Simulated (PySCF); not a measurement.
CH₃S, SMILES [CH2]S, multiplicity 2.

Coordinates come from a PBE0-D3(BJ)/def2-TZVP optimisation. The isomer is the one that the SMILES or the coordinates give; other isomers of the formula were not compared.

Calculation: TDA-PBE/def2-TZVPD in PySCF 2.14.0.

Vertical excitations. Isolated molecule, no solvent.

```tsv
state	energy (eV)	λ (nm)	f	main pairs
root 1	3.02	410	0.000	α HOMO→LUMO 100 %
root 2	3.76	329	0.008	α HOMO→LUMO+1 100 %
root 3	4.45	279	0.000	α HOMO→LUMO+2 100 %
root 4	4.72	263	0.002	α HOMO→LUMO+3 99 %
root 5	4.77	260	0.060	α HOMO→LUMO+4 86 %, β HOMO→LUMO 13 %
root 6	5.18	239	0.045	α HOMO→LUMO+4 14 %, β HOMO→LUMO 80 %
root 7	5.76	215	0.005	α HOMO→LUMO+6 48 %, α HOMO→LUMO+5 25 %, β HOMO−1→LUMO 25 %
root 8	5.81	213	0.000	α HOMO→LUMO+5 74 %, α HOMO→LUMO+6 20 %, β HOMO−1→LUMO 6 %
root 9	6.01	206	0.005	α HOMO→LUMO+6 30 %, β HOMO−1→LUMO 65 %
root 10	6.20	200	0.008	α HOMO−1→LUMO 5 %, β HOMO→LUMO+1 90 %
```
Unrestricted roots are not spin-pure.
